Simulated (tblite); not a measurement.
Species: C₄H₉AsO₂Si.
Cartesian coordinates in Å at the GFN2-xTB level; atoms count from 1:
```
atom  x, y, z in Å
C1    -1.2060   -0.9905   -1.1894
C2    -0.4926   -0.1963   -0.1033
As3   -1.7457   -0.1204    1.4946
C4    -0.3484    1.2311   -0.3900
O5     0.5193    1.9305    0.0847
Si6    1.2080   -0.8903    0.4622
C7     2.4861    0.5247    0.2148
O8     3.0017    0.7226   -0.8571
H9    -2.1466   -0.5053   -1.4664
H10   -1.4346   -1.9970   -0.8332
H11   -0.5864   -1.0740   -2.0814
H12   -2.6319    0.9535    0.9077
H13   -0.9802    0.9232    2.2435
H14   -1.1279    1.6713   -1.0460
H15    1.1606   -1.2899    1.8798
H16    1.5325   -2.0154   -0.4190
H17    2.7852    1.1342    1.0885
```

Calculated harmonic vibrations of the isolated species, GFN2-xTB (tblite), most abundant isotopes, no scaling. Errors from tens to a few hundred cm⁻¹ against measured bands are possible. Modes of hydrogen on arsenic and silicon can be 10 to 20 % off. One conformer, not necessarily the lowest. The optimisation stopped once no atom felt more than 0.01 eV/Å.

Lowest wavenumbers of the output (negative numbers stand for imaginary wavenumbers):
```
mode    cm-1
  1     -31.9
  2      86.2
  3     128.0
  4     138.1
  5     171.4
  6     188.6
  7     224.3
  8     228.0
```

Problem. Is this structure a minimum?

Solution. Not by this Hessian. 1 mode is imaginary beyond 20i (32i cm⁻¹), so at this level the point lies at or near a first-order saddle. The curvature is small, so loose convergence or finite differences may be the whole cause.

Problem. Which atoms move in the imaginary mode?

Solution. 32i: O8 (carbonyl oxygen) 33 %, Si6 (SiH2 silicon) 16 %. These are shares of the mass-weighted motion.

Problem. What is the remedy?

Solution. Step along that mode in both directions, optimise again with tighter thresholds and repeat the frequencies. The zero-point energy of this point (69.8 kcal/mol) counts the 44 real modes alone, and thermal corrections from it aren't those of a minimum.

On an Arm Neoverse V2 with one thread, on a shared host, this took 0.61 s of wall time. The figure is for the frequency step alone.
